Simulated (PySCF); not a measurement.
# Bond length, frequency and bond energy of LiGe⁻ by level of theory

State: ³Σ⁻ (triplet), unpaired electrons π ↑↑. Set-up: Li def2-SVPD, Ge def2-SVPD; no relativity (PySCF 2.14). De refers to Li + Ge⁻ in their high-spin ground configurations, without counterpoise correction. The functionals are run spin-unrestricted. A positive dipole points towards Ge; it is taken about the centre of mass and depends on that origin. Levels whose curve was spin-contaminated or gave no clean fit are not listed.

```csv
Level,Re (Å),ωe (cm⁻¹),De (eV),μ (D),"CPU s a point (SCF and correlation, without the integrals)"
ROHF,2.657,274,n/a,2.55,0.21
ROHF-MP2,2.560,363,n/a,n/a,0.33
ROHF-SCS-MP2,2.589,341,n/a,n/a,n/a
ROHF-CCSD,2.659,288,n/a,n/a,n/a
ROHF-CCSD(T),2.621,303,n/a,n/a,5.9
```

(1) What does the triples do here, going from ROHF-CCSD to ROHF-CCSD(T)?

(2) What does all correlation do here, going from ROHF to ROHF-CCSD(T)?

Correlated steps freeze 9 core orbitals. Spin–orbit coupling is left out. The CCSD T1 diagnostic is raised, a sign that a single reference may not be enough here. UHF is strongly spin-contaminated for LiGe⁻, so the ROHF reference used there is far from stable. The state was picked by a PBE0 search and need not be the measured ground state.

The whole job (state search and all levels along the bond) took about 3 min on 1 thread of Oxide Virtual Turin-like (shared host), peak memory 0.61 GiB.

Results:

(1) ROHF-CCSD(T) less ROHF-CCSD: -3.8 pm in Re, +5.2 % in ωe. Correlation nearly always deepens the well. The bond shortens, as in weak, metallic or heavy-atom bonds, where dispersion and the correlation of outer-core electrons pull the atoms together.

(2) ROHF-CCSD(T) less ROHF: -3.6 pm in Re, +10.6 % in ωe. Correlation nearly always deepens the well. The bond shortens, as in weak, metallic or heavy-atom bonds, where dispersion and the correlation of outer-core electrons pull the atoms together.
